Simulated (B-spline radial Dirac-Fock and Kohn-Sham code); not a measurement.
The computed values come from a radial finite-basis atomic code: Dirac-Fock ΔSCF + Breit + QED. Free neutral atoms.

Question: Order these X-ray lines by photon energy, lowest first.
A. Mn Kβ1
B. Ho Lβ15
C. Tm Lβ4
D. In Lβ6
E. Co Kβ3
F. Eu Lγ5

Answer: D (3600.4 eV), A (6487.6 eV), F (7245.3 eV), E (7644.8 eV), B (7895.2 eV), C (8030.2 eV).
